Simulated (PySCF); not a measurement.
H6MoO, SMILES [OH][MoH5], multiplicity 1.

The structure is a stationary point at B3LYP-D3(BJ)/def2-TZVP. The spin state was assumed, not searched. The def2 effective core potentials stand for the cores of Mo; spin–orbit coupling is left out.

Two levels are set side by side: PBE/def2-TZVPD (PySCF) and ωB97X/def2-TZVPD (PySCF). Same geometry, gas phase. Differences are taken from unrounded values.

```
quantity                      ωB97X
---------------------------  ------
orbital gap (eV)               9.96
highest occupied level (eV)  -10.42
lowest empty level (eV)       -0.47
dipole moment (D)              1.30
mean polarisability (bohr³)    55.0
```

What does PBE give, and how far is it from ωB97X? (Estimate from the structure and the level; the computed values follow.)


```json
[
 {"quantity": "orbital gap (eV)", "PBE": "3.27", "PBE minus ωB97X": "-6.68"},
 {"quantity": "highest occupied level (eV)", "PBE": "-6.67", "PBE minus ωB97X": "3.75"},
 {"quantity": "lowest empty level (eV)", "PBE": "-3.40", "PBE minus ωB97X": "-2.93"},
 {"quantity": "dipole moment (D)", "PBE": "1.53", "PBE minus ωB97X": "0.23"},
 {"quantity": "mean polarisability (bohr³)", "PBE": "56.7", "PBE minus ωB97X": "1.7"}
]
```

PBE's occupied levels lie high since its potential decays too fast outside the molecule; exact exchange lowers them and widens the gap. Loosely held outer electrons make PBE densities more polarisable. Differences between two approximate levels are no errors against the true value.

Rough cost on one machine, each run with all the roots and properties that it gave: ωB97X against PBE within a factor of 2.
